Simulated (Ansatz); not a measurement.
The cluster Hg4O5⁺. Charge 1, multiplicity 2. Geometry B3LYP-D4/def2-SVP, that of the neutral singlet; atoms count from 1.

```xyz
9

Hg   -3.3473    2.8569   -0.4920
Hg   -0.0268   -2.1069   -0.1307
Hg    0.4401    1.8204    2.0049
Hg   -1.6593    0.4517    0.1013
O     0.5706    0.4684   -1.0932
O    -1.9604   -1.6998    0.2049
O     2.0166   -1.7923   -0.4314
O     1.6370    0.7513   -0.4675
O     2.3295   -0.7498    0.3037
```

In the def2 sets Hg takes a core potential; there is no spin–orbit coupling. The structure holds 2 bonds between oxygen atoms, so isomers without such links may lie far lower. The charge 1 doublet is spin-contaminated (final ⟨S²⟩ up to 1.15, 0.75 for a pure state). The structure comes from a short search, and lower isomers may exist.

Question: Estimate the Mulliken populations from the PBE0/def2-TZVP orbitals of Ansatz.

Answer: 
| atom | charge (e) | spin (α − β) | d electrons |
| --- | --- | --- | --- |
| Hg1 | 0.30 | -0.02 | 9.98 |
| Hg2 | 0.84 | 0.00 | 9.85 |
| Hg3 | 0.23 | -0.05 | 9.99 |
| Hg4 | 0.63 | -0.03 | 9.99 |
| O5 | -0.16 | 0.64 | – |
| O6 | -0.64 | 0.15 | – |
| O7 | -0.23 | -0.21 | – |
| O8 | 0.08 | 0.84 | – |
| O9 | -0.06 | -0.33 | – |
Mulliken values and Mayer orders depend strongly on the basis.

Question: Where does the spin sit?

Answer: Summed by element: Hg -0.09, O 1.09, of 1 unpaired in all. Largest on single atoms: O8 0.84, O5 0.64, O9 -0.33.

Question: And the Mayer bond orders between bonded heavy atoms (over 0.3)?

Answer: Hg1–Hg4 0.44 (3.00 Å); Hg2–O6 0.81 (2.00 Å); Hg2–O7 0.59 (2.09 Å); Hg3–Hg4 0.38 (3.15 Å); Hg4–O6 0.77 (2.17 Å); O5–O8 1.50 (1.27 Å); O7–O9 1.22 (1.31 Å). Values over 0.3 also appear between atoms too far apart for a bond (O8–O9 0.36 at 1.82 Å); they arise where an orbital or an unpaired electron spreads over both atoms.
